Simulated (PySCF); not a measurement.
HO2, SMILES [O]O (connectivity only; charge and spin as stated), charge -1, multiplicity 1.

The structure is a stationary point at r2SCAN-D4/def2-TZVPD. The spin state was assumed, not searched. The isomer is the one that the SMILES or the coordinates give; other isomers of the formula were not compared.

These are HF/def2-TZVPD in PySCF values and carry that method's errors.

Computed frontier levels, gap, dipole moment and polarisability:
| Property | Result |
|---|---|
| highest occupied level | -3.18 eV |
| lowest empty level | 6.29 eV |
| orbital gap | 9.46 eV |
| dipole moment about the centre of nuclear charge | 2.48 D |
| mean static polarisability | 21.3 bohr³ (3.15 Å³) |
| polarisability, principal values | 16.9, 17.8, 29.1 bohr³ |
